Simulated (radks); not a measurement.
Question: All-electron atom: Cu IV in [Ar] 3d8 (the NIST ground configuration). Method: scalar-relativistic Kohn-Sham, SCAN, spin-unpolarised, spherical densities, finite nucleus; meta-GGA in the generalised Kohn-Sham scheme; Fermi nuclear charge, rms radius 3.8823 fm; computed with a radial shooting solver on a logarithmic mesh with Libxc functionals. Some entries of the table are withheld. Estimate them.

orbital  occ.  eigenvalue (hartree)  <r^2> (bohr^2)
1s          2                   (1)        0.003659
2s          2             -41.19627             (2)
2p          6             -35.72121         0.05225
3s          2              -6.06384          0.5719
3p          6                   (3)             (4)
3d          8              -1.80375             (5)

Answer: 
(1) 1s eigenvalue (hartree): -328.0140
(2) 2s <r^2> (bohr^2): 0.06507
(3) 3p eigenvalue (hartree): -4.42468
(4) 3p <r^2> (bohr^2): 0.6365
(5) 3d <r^2> (bohr^2): 0.9240
